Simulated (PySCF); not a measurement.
Species: C5H9NO2.
Cartesian coordinates in Å at the GFN2-xTB level; atoms count from 1:
```
atom  x, y, z in Å
C1    -1.7902   -1.2745    0.3698
C2    -0.7884   -0.1640    0.6090
C3    -1.0154    1.1583   -0.1362
O4     0.2383    1.0422   -0.8160
C5     0.5173   -0.2261   -0.2086
C6     1.7978   -0.2643    0.6173
N7     2.4826    0.8925    0.5861
O8     2.1259   -1.2412    1.2527
H9    -1.4030   -2.2095    0.7673
H10   -2.7308   -1.0462    0.8670
H11   -1.9799   -1.3999   -0.6942
H12   -0.6070   -0.0380    1.6772
H13   -1.8522    1.1500   -0.8402
H14   -1.0609    2.0612    0.4779
H15    0.5436   -1.0360   -0.9460
H16    2.1526    1.6349   -0.0094
H17    3.3625    0.9727    1.0659
```

The closed-shell SCF was solved with PySCF and density fitting under several settings on one GFN2-xTB geometry (grid level 2 and gas phase unless stated).

| settings | basis functions | SCF cycles | E (Eh) | HOMO (eV) | LUMO (eV) | dipole (D) |
| --- | --- | --- | --- | --- | --- | --- |
| PBE0/pcSseg-1 | 181 | 14 | -400.6422 | -7.02 | 0.77 | 2.88 |
| PBE0/def2-SVPD | 238 | 14 | -400.4222 | -7.15 | 0.46 | 2.96 |

Estimate the rows for these settings: (1) PW91/def2-SVPD; (2) revPBE/6-31++G**, IEF-PCM cyclohexane, energy threshold 1e-11 Eh; (3) BHandHLYP/pcSseg-0, grid level 1, start guess vsap.

```json
{"settings": "PW91/def2-SVPD", "basis functions": "238", "SCF cycles": "17", "E (Eh)": "-400.7302", "HOMO (eV)": "-5.64", "LUMO (eV)": "-0.68", "dipole (D)": "2.86"}
{"settings": "revPBE/6-31++G**, IEF-PCM cyclohexane, energy threshold 1e-11 Eh", "basis functions": "198", "SCF cycles": "15", "E (Eh)": "-401.0446", "HOMO (eV)": "-5.50", "LUMO (eV)": "-0.56", "dipole (D)": "3.19"}
{"settings": "BHandHLYP/pcSseg-0, grid level 1, start guess vsap", "basis functions": "90", "SCF cycles": "12", "E (Eh)": "-399.9211", "HOMO (eV)": "-8.47", "LUMO (eV)": "2.08", "dipole (D)": "3.00"}
```

Over all rows, what range does the HOMO–LUMO gap span?

From 4.94 eV (revPBE/6-31++G**, IEF-PCM cyclohexane, energy threshold 1e-11 Eh) to 10.55 eV (BHandHLYP/pcSseg-0, grid level 1, start guess vsap). The functional of the narrowest has no exact exchange, that of the widest 50 % exact exchange.

And the dipole moment?

From 2.86 D (PW91/def2-SVPD) to 3.19 D (revPBE/6-31++G**, IEF-PCM cyclohexane, energy threshold 1e-11 Eh); the largest is 1.12 times the smallest, and the median is 2.96 D.

Compare two rows with the functional PBE0: PBE0/pcSseg-1 and PBE0/def2-SVPD. Which energy is lower, and by how much?

PBE0/pcSseg-1 (181 functions) lies 0.2200 Eh or 138 kcal/mol below PBE0/def2-SVPD (238 functions). The smaller set gives the lower energy; the two sets aren't nested, so the variational bound doesn't order them by size.

Whole jobs, the steps after the SCF included, on one thread of an Arm Neoverse V1 (shared host):

| settings | work after the SCF | wall time | peak memory |
| --- | --- | --- | --- |
| PBE0/pcSseg-1 | shieldings, ring-centre shieldings, charges and field gradients, density and orbital grids written | 32 s | 0.82 GiB |
| PBE0/def2-SVPD | 6 singlets by full TDDFT, 2 Tamm–Dancoff triplets, polarisability, density and orbital grids written | 51 s | 0.97 GiB |
| PW91/def2-SVPD | spin–spin couplings from 15 perturbed nuclei, spin–dipole term for 1 of them | 58 s | 0.75 GiB |
| revPBE/6-31++G**, IEF-PCM cyclohexane, energy threshold 1e-11 Eh | 12 singlets by TDA, 5 Tamm–Dancoff triplets, polarisability | 33 s | 0.90 GiB |
| BHandHLYP/pcSseg-0, grid level 1, start guess vsap | 6 singlets by full TDDFT, 2 Tamm–Dancoff triplets, polarisability | 11 s | 0.46 GiB |

Cycle counts include a coarse-grid stage where the run had one. All basis functions are spherical, in the Pople sets too. The species at its GFN2-xTB geometry (one conformer only).
